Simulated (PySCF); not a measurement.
# How the method changes the shape and vibrations of ClH2NSi2

All numbers below are calculated, not measured. The program is PySCF 2.14.0, an open-source quantum chemistry code, run on an isolated molecule that a program drew, which may never have been made. The molecule is ClH2NSi2 (charge 0, singlet), drawn as the SMILES string `[SiH]N=[SiH]Cl`.

The geometry was optimised and harmonic frequencies were computed with HF and MP2, all in the cc-pV(D+d)Z basis, for the commonest isotopes, with a restricted reference for singlets and an unrestricted one otherwise, and a frozen core in MP2. Each result is a local minimum of its method.

Geometry at the HF minimum:
```xyz
6
ClH2NSi2, angstrom
Si    2.0630   -1.4648    0.2018
N     0.5704   -1.5352   -0.5924
Si   -0.7692   -1.3936   -1.3607
Cl   -2.3512   -0.2717   -0.7570
H     1.8723   -2.6544    1.1419
H    -1.1168   -2.0317   -2.6258
```

Lengths of the bonds as drawn, in Å (atoms numbered as above):
```
   bond     HF    MP2
 Si1-N2  1.692  1.714
 N2-Si3  1.551  1.591
Si3-Cl4  2.031  2.036
 Si1-H5  1.528  1.529
 Si3-H6  1.459  1.467
```

Rotational constants, in GHz:
```
constant     HF    MP2
       A  14.56  14.12
       B  1.363  1.333
       C   1.26  1.232
```

Harmonic frequencies in cm^-1, each column in rising order, so a row needn't be the same motion in every method:
```
rank    HF   MP2
   1    78    67
   2   185   164
   3   272   271
   4   302   305
   5   529   468
   6   569   501
   7   678   645
   8   922   855
   9   933   869
  10  1454  1315
  11  2057     ?
  12  2432  2362
```

**Estimate the missing MP2 frequency from the HF column.**

A single factor s that minimises the squared misfit of MP2 against s times HF over the other rows is sum(HF x MP2) / sum(HF^2) = 0.9463, with an rms misfit of 32 cm^-1. For rank 11 it gives 0.9463 x 2057 = 1947 cm^-1. The calculation gives 2047 cm^-1, 100 cm^-1 above the estimate. The drawn bonds are on average 0.9 % longer in MP2 than in HF.
